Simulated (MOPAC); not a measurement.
A run for MOPAC: AM1 on N2 (SMILES N#N).

```
AM1 1SCF PRECISE CHARGE=0 THREADS=1
N2

N     -0.12964581 1    -0.07643771 1     3.27836890 1
N     -0.11346539 1    -0.01472681 1     4.36677019 1
```

The log:

```
*******************************************************************************
 **                                                                           **
 **                              MOPAC v23.2.5                                **
 **                                                                           **
 *******************************************************************************
 ** MOPAC's Digital Object Identifier: https://doi.org/10.5281/zenodo.6511958 **
 **                                                                           **
 ** Please cite the open-source release paper for use of this MOPAC version:  **
 ** J. E. Moussa and J. J. P. Stewart (2026)                                  **
 ** MOPAC: An open-source semiempirical molecular orbital program             **
 ** J. Open Source Softw., 11(119), 8025, https://doi.org/10.21105/joss.08025 **
 *******************************************************************************

                              AM1 CALCULATION RESULTS

 *******************************************************************************
 *  AM1        - The AM1 Hamiltonian to be used
 *
 *
 *
 *                 CHARGE ON SYSTEM = 0
 *
 *
 *
 *  PRECISE    - TIGHTER CRITERIA TO BE USED
 *  1SCF       - DO 1 SCF AND THEN STOP
 *  THREADS=1  - MULTI-THREADING NOT USED
 *  T=         - A TIME OF 172800.0 SECONDS REQUESTED
 *  DUMP=N     - RESTART FILE WRITTEN EVERY 7200.0 SECONDS REQUESTED
 *******************************************************************************
AM1 1SCF PRECISE CHARGE=0 THREADS=1
 N2

   ATOM   CHEMICAL          X               Y               Z
  NUMBER   SYMBOL      (ANGSTROMS)     (ANGSTROMS)     (ANGSTROMS)

     1       N         -0.12964581  *  -0.07643771  *   3.27836890  *
     2       N         -0.11346539  *  -0.01472681  *   4.36677019  *



          CARTESIAN COORDINATES

    NO.       ATOM           X           Y           Z

     1         N         -0.1296     -0.0764      3.2784
     2         N         -0.1135     -0.0147      4.3668

  N: (AM1): M.J.S. DEWAR ET AL, J. AM. CHEM. SOC. 107 3902-3909 (1985)

           Empirical Formula: N2  =     2 atoms



      MOLECULAR POINT GROUP   :   D*h


      RHF CALCULATION, NO. OF DOUBLY OCCUPIED LEVELS = 5


 -------------------------------------------------------------------------------
 AM1 1SCF PRECISE CHARGE=0 THREADS=1
 N2



     1SCF WAS SPECIFIED, SO BFGS WAS NOT USED
     SCF FIELD WAS ACHIEVED


                              AM1 CALCULATION
                                                       MOPAC v23.2.5 Linux




          FINAL HEAT OF FORMATION =         11.69138 KCAL/MOL =      48.91672 KJ/MOL


          COSMO AREA              =         54.66 SQUARE ANGSTROMS
          COSMO VOLUME            =         36.81 CUBIC ANGSTROMS

          IONIZATION POTENTIAL    =         14.267798 EV
          HOMO LUMO ENERGIES (EV) =        -14.268  1.138
          NO. OF FILLED LEVELS    =          5
          MOLECULAR WEIGHT        =         28.0134         POINT GROUP:  D*h

          MOLECULAR DIMENSIONS (Angstroms)

            Atom       Atom       Distance
            N     2    N     1     1.09027
            N     2    N     1     0.00000
            N     1    N     2     0.00000


          SCF CALCULATIONS        =          1





   ATOM   CHEMICAL          X               Y               Z
  NUMBER   SYMBOL      (ANGSTROMS)     (ANGSTROMS)     (ANGSTROMS)

     1       N         -0.12964581  *  -0.07643771  *   3.27836890  *
     2       N         -0.11346539  *  -0.01472681  *   4.36677019  *

                             CARTESIAN COORDINATES

   1    N       -0.129645810    -0.076437710     3.278368900
   2    N       -0.113465390    -0.014726810     4.366770190


           Empirical Formula: N2  =     2 atoms



      MOLECULAR POINT GROUP   :   D*h


                  EIGENVALUES
 -41.86305 -21.36607 -16.41687 -16.41687 -14.26780   1.13813   1.13813   6.09604


              NET ATOMIC CHARGES AND DIPOLE CONTRIBUTIONS

  ATOM NO.   TYPE          CHARGE      No. of ELECS.   s-Pop       p-Pop
    1          N          -0.000000        5.0000     1.83797     3.16203
    2          N           0.000000        5.0000     1.83797     3.16203
 DIPOLE           X         Y         Z       TOTAL
 POINT-CHG.     0.000     0.000     0.000     0.000
 HYBRID        -0.000    -0.000    -0.000     0.000
 SUM            0.000     0.000     0.000     0.000


          ATOMIC ORBITAL ELECTRON POPULATIONS

     Atom    s        px        py        pz
    1  N   1.83797   1.00004   1.00052   1.16147
    2  N   1.83797   1.00004   1.00052   1.16147

 **********************
 *                    *
 * JOB ENDED NORMALLY *
 *                    *
 **********************




 == MOPAC DONE ==
```

The run finished.

Cost: roughly 0.020 core-seconds.
